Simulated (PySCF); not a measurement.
These 8 structures share the formula C6H7NO. Computed with PBE0-D3(BJ)/def2-SVP geometry optimisation, gas phase (PySCF 2.14.0). One conformer each; no zero-point energy, no entropy. No frequencies were run at this level. Point groups hold within 0.08 Å.

Problem. Rank from lowest to highest electronic energy at this level (kJ/mol).
A. `[CH3:1][O:2][c:3]1[cH:4][cH:5][cH:6][cH:7][n:8]1` with C1–O2–C3–C4 180°
B. `[NH2:1][c:2]1[cH:3][cH:4][cH:5][c:6]([OH:7])[cH:8]1` with C5–C6–O7–H 0° (3-aminophenol)
C. `[NH2:1][c:2]1[cH:3][cH:4][c:5]([OH:6])[cH:7][cH:8]1` with C4–C5–O6–H 180°
D. 2-methylpyridine-N-oxide, `Cc1cccc[n+]1[O-]`
E. `[CH3:1][O:2][c:3]1[cH:4][cH:5][n:6][cH:7][cH:8]1` with C1–O2–C3–C4 180°
F. 4-picoline N-oxide, `Cc1cc[n+]([O-])cc1`
G. `[OH:1][CH2:2][c:3]1[cH:4][cH:5][cH:6][cH:7][n:8]1` with H–O1–C2–C3 0°, O1–C2–C3–C4 180°
H. `[OH:1][NH:2][c:3]1[cH:4][cH:5][cH:6][cH:7][cH:8]1` with H–O1–N2–C3 -117°, O1–N2–C3–C4 24°

Solution. B (0.0), C (12.7), A (40.4), G (41.3), E (69.5), D (163.8), H (171.2), F (181.1).

As drawn, the lowest has an O–H bond and an N–H bond, which the highest lacks; the highest has an N–O linkage, which the lowest lacks. Neighbours under 10 kJ/mol apart (COc1ccccn1 and OCc1ccccn1; Cc1cccc[n+]1[O-] and ONc1ccccc1; ONc1ccccc1 and Cc1cc[n+]([O-])cc1) can change places with a better method, another conformer or zero-point energy.

| SMILES | E (Eh) | E rel (kJ/mol) | dipole (D) | point group | A, B, C (MHz) |
| --- | --- | --- | --- | --- | --- |
| Nc1cccc(O)c1 | -362.16705 | 0.0 | 1.11 | near Cs | 3748, 1833, 1232 |
| Nc1ccc(O)cc1 | -362.16222 | 12.7 | 2.09 | – | 5605, 1479, 1171 |
| COc1ccccn1 | -362.15166 | 40.4 | 0.58 | Cs | 5210, 1662, 1270 |
| OCc1ccccn1 | -362.15132 | 41.3 | 3.84 | Cs | 5053, 1604, 1227 |
| COc1ccncc1 | -362.14058 | 69.5 | 3.27 | Cs | 5324, 1574, 1225 |
| Cc1cccc[n+]1[O-] | -362.10465 | 163.8 | 3.32 | Cs | 3570, 2285, 1405 |
| ONc1ccccc1 | -362.10184 | 171.2 | 1.42 | C1 | 5050, 1535, 1187 |
| Cc1cc[n+]([O-])cc1 | -362.09807 | 181.1 | 4.33 | Cs | 5764, 1521, 1213 |
